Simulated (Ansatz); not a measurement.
Gas-phase reaction in SMILES: CB(F)F [difluoro(methyl)borane] → F[B]F + [CH3] (CH3) (the B-C bond at the site shown breaks; other sites are not compared here)
Structures are relaxed separately at B3LYP-D3(BJ)/def2-TZVP in Ansatz (a program for electronic structure).

Wanted: bond dissociation energy (electronic energy difference), in kJ/mol. Cores are frozen in the correlated levels unless marked. UHF or UKS for open shells. Spin-orbit coupling is left out. No relativistic terms. CBS(X,Y): correlation extrapolated as X^-3; Hartree-Fock from the larger set.

```json
[
 {"level": "HF/STO-3G", "program": "Ansatz", "bond dissociation energy (kJ/mol)": "462.3"}
]
```

Q: Estimate the value at CCSD(T)/CBS(cc-pVTZ,cc-pVQZ) as computed with Ansatz.

A: 477.9 kJ/mol, so HF/STO-3G differs from it by -15.6 kJ/mol.
